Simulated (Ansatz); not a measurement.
Basis sets compared for SnH3(OSiMe3) (C₃H₁₂OSiSn). The state is a singlet with charge 0. Geometry PBE0-D4/def2-SVP. Ansatz on 2 threads of AMD EPYC 7R13 on a shared host and a share (18 GiB) of an NVIDIA H100 80GB HBM3; times are rough, and most runs start from earlier orbitals.

```xyz
18

Sn    2.716    0.854    0.496
H     3.786   -0.431    0.129
H     3.321    2.372   -0.004
H     2.262    0.847    2.151
O     1.085    0.566   -0.589
Si   -0.421   -0.074   -0.280
C    -0.247   -1.736    0.586
C    -1.281   -0.286   -1.930
C    -1.398    1.099    0.819
H    -1.232   -2.197    0.770
H     0.254   -1.632    1.562
H     0.343   -2.439   -0.025
H    -0.713   -0.968   -2.581
H    -2.296   -0.698   -1.805
H    -1.367    0.681   -2.450
H    -0.906    1.236    1.796
H    -1.491    2.089    0.346
H    -2.414    0.718    1.009
```

In the def2 sets Sn takes a core potential; there is no spin–orbit coupling.

Binding counts from free atoms (Sn triplet, H doublet, O triplet, Si triplet, C triplet) in the same basis, without a counterpoise term.

```json
{"level": "PBE-D4/def2-SVP", "functions": "160", "energy (Eh)": "-699.9710", "HOMO (eV)": "-6.10", "LUMO (eV)": "-0.98", "binding per atom (eV)": "3.71", "wall time": "3 s"}
{"level": "PBE-D4/def2-TZVP", "functions": "283", "energy (Eh)": "-700.3197", "HOMO (eV)": "-6.28", "LUMO (eV)": "-1.26", "binding per atom (eV)": "3.71", "wall time": "2.4 s"}
{"level": "PBE0-D4/def2-SVP", "functions": "160", "energy (Eh)": "-700.0450", "HOMO (eV)": "-7.56", "LUMO (eV)": "-0.15", "binding per atom (eV)": "3.67", "wall time": "4.7 s"}
{"level": "PBE0-D4/def2-TZVP", "functions": "283", "energy (Eh)": "-700.3865", "HOMO (eV)": "-7.67", "LUMO (eV)": "-0.46", "binding per atom (eV)": "3.68", "wall time": "3.7 s"}
```

(1) Estimate the rows for PBE-D4/def2-TZVPD, PBE0-D4/def2-TZVPD.

Answers

(1) 
```tsv
level	functions	energy (Eh)	HOMO (eV)	LUMO (eV)	binding per atom (eV)	wall time
PBE-D4/def2-TZVPD	358	-700.3213	-6.31	-1.33	3.71	2.4 s
PBE0-D4/def2-TZVPD	358	-700.3877	-7.69	-0.55	3.68	2.2 s
```
